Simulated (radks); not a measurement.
Q: Radial electron density D(r) = 4 pi r^2 rho(r) of an atom or ion with 13 electrons. All-electron calculation, scalar-relativistic Kohn-Sham, LDA (Slater exchange, Perdew-Wang correlation), spin-polarised, spherical densities, finite nucleus; Fermi nuclear charge, rms radius of each element as measured or else 0.836 A^(1/3) + 0.57 fm. Program: a radial shooting solver on a logarithmic mesh with Libxc functionals.

```
   r/bohr * D(r) (the largest magnitude, 15.7, reaches the edge; | marks zero)
 0.008505 |   *
   0.0109 |      *
  0.01397 |         *
   0.0179 |              *
  0.02293 |                     *
  0.02939 |                             *
  0.03766 |                                      *
  0.04826 |                                              *
  0.06185 |                                                    *
  0.07925 |                                                      *
   0.1007 |                                                  *
   0.1291 |                                          *
   0.1654 |                                   *
    0.212 |                                  *
   0.2717 |                                        *
   0.3482 |                                               *
   0.4461 |                                                *
   0.5717 |                                       *
   0.7326 |                       *
   0.9388 |          *
    1.203 |     *
    1.542 |    *
     1.96 |    *
    2.511 |   *
    3.218 | *
    4.124 |*
    5.285 *
    6.773 *
    8.679 *
```

What is the nuclear charge?

A: Z = 14. The innermost maximum, from 1s, lies near gamma/Z bohr with gamma = sqrt(1 - (Z/c)^2) = 0.995, here 0.0711 bohr (found: 0.0755), and its height grows with Z. The density is that of the silicon ion Si+ in [Ne] 3p3; the configuration itself is not fixed sharply by these data, and Z only to about a unit. D(r) has 3 maxima, at r = 0.0755, 0.405, 1.90 bohr, and minima at 0.196, 1.42 bohr, inside which lie 2.20, 10.34 electrons.
